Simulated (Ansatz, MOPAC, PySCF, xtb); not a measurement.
Pair of molecules: CH2O (SMILES C=O) (first 4 atoms) with GeH4 (SMILES [GeH4]); geometry from B3LYP-D3(BJ)/def2-TZVP, rigid monomers moved along the line of their centres of mass till O2···Ge5 is 4.55 Å.
(charge 0, multiplicity 1):
```json
[
 {"atom": "C", "x (Å)": "0.4913", "y (Å)": "-0.5772", "z (Å)": "0.3905"},
 {"atom": "O", "x (Å)": "0.4346", "y (Å)": "0.4764", "z (Å)": "0.9614"},
 {"atom": "H", "x (Å)": "0.7265", "y (Å)": "-0.6448", "z (Å)": "-0.6885"},
 {"atom": "H", "x (Å)": "0.3112", "y (Å)": "-1.5352", "z (Å)": "0.9144"},
 {"atom": "Ge", "x (Å)": "-0.5346", "y (Å)": "0.0570", "z (Å)": "5.3906"},
 {"atom": "H", "x (Å)": "-0.8678", "y (Å)": "-0.2701", "z (Å)": "6.8588"},
 {"atom": "H", "x (Å)": "-0.5166", "y (Å)": "-1.2636", "z (Å)": "4.6026"},
 {"atom": "H", "x (Å)": "0.8445", "y (Å)": "0.7234", "z (Å)": "5.3267"},
 {"atom": "H", "x (Å)": "-1.6132", "y (Å)": "0.9893", "z (Å)": "4.8274"}
]
```

Monomers are frozen at their geometry in the pair; levels with a basis set take the counterpoise correction. Rows marked so take none.

Correlated levels freeze the cores. Filled d and f shells under p-block atoms count as core. Rows in 3-21G, 6-31G* carry no dispersion term and start afresh at each structure (6-31G* with six Cartesian d functions); the Pople sets are all-electron and without relativity. MP2/6-31G* freezes PySCF's default core, which leaves 3d correlated. The state that AM1, PM3 reach isn't checked.

The values were computed with Ansatz (an electronic-structure program) with Gaussian orbitals; MOPAC for AM1, PM3 (differences of heats of formation); PySCF for 3-21G rows, 6-31G* rows, the dispersion terms; xtb for the GFN methods. 

```
level                           interaction energy (kcal/mol)
------------------------------  -----------------------------
GFN-FF                                                  -0.37
AM1                                                      0.06
PM3                                                      0.29
HF/3-21G (no counterpoise)                              -0.81
HF/aug-cc-pVDZ                                          -0.30
B3LYP/6-31G* (no counterpoise)                          -0.73
PBE0-D3(BJ)/def2-TZVPPD                                 -0.60
MP2/6-31G* (no counterpoise)                            -0.94
SCS-MP2/aug-cc-pVDZ                                       ___
```

Q: What belongs in the gaps?

A: 
- SCS-MP2/aug-cc-pVDZ, interaction energy (kcal/mol): -0.46
